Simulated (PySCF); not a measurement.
These 2 structures share the formula C3H12BPSi. The calculation used PBE0-D3(BJ)/def2-SVP geometry optimisation, gas phase (PySCF 2.14.0). One conformer each; no zero-point energy, no entropy. No frequencies were run at this level. Point groups hold within 0.08 Å.

**Question.** Order them by energy at this level, lowest first, and give relative energies in kcal/mol.
A. `[CH3:1][CH2:2][B:3]([CH3:4])[PH:5][SiH3:6]` with C1–C2–B3–C4 16°, C2–B3–P5–Si6 -124°
B. `[CH3:1][CH:2]([CH3:3])[BH:4][PH:5][SiH3:6]` with C1–C2–B4–P5 129°, C2–B4–P5–Si6 48°

**Answer.** A (0.0), B (12.6).

```json
{"SMILES": "CCB(C)P[SiH3]", "E (Eh)": "-776.52636", "E rel (kcal/mol)": "0.0", "dipole (D)": "1.32", "point group": "C1", "A, B, C (MHz)": "3939, 1040, 945.9"}
{"SMILES": "CC(C)BP[SiH3]", "E (Eh)": "-776.50635", "E rel (kcal/mol)": "12.6", "dipole (D)": "0.87", "point group": "C1", "A, B, C (MHz)": "3360, 1177, 975.5"}
```

**Question.** How do the relative energies change in single points at PBE0/pcSseg-1 (no added dispersion term) on the same geometries?

**Answer.** 
```
       SMILES  PBE0-D3(BJ)/def2-SVP (kcal/mol)  PBE0/pcSseg-1 (kcal/mol)  shift
CCB(C)P[SiH3]                              0.0                       0.0    0.0
CC(C)BP[SiH3]                             12.6                      12.5   -0.1
```

Each column counts from its own lowest isomer. The order is unchanged; the largest shift is 0.1 kcal/mol.

**Question.** As an exercise, what shares would exp(−E/RT) give at 2000 K from these electronic energies alone (no entropy, no degeneracies)?

**Answer.** RT = 3.974 kcal/mol: CCB(C)P[SiH3] 95.9 %, CC(C)BP[SiH3] 4.1 %.
